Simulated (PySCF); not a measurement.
Job for PySCF: R-B3LYP/6-311+G** on HCl (SMILES Cl).

```python
from pyscf import gto, scf, dft, mp
from pyscf.data.elements import chemcore

mol = gto.M(
    atom='''
    Cl   -0.31279745    0.47295316    3.37613835
    H    -0.21166095    0.43399899    2.07638770
    ''',
    basis='6-311+g**',
    charge=0, spin=0, verbose=3, max_memory=1800)
mf = dft.RKS(mol, xc='b3lyp')
mf.conv_tol = 1e-8
mf.max_cycle = 100
mf.kernel()
if not mf.converged:
    mf = mf.newton().run(mf.mo_coeff, mf.mo_occ)
```

Problem. Give the final energy of this run.

Solution. -460.8337 hartree.
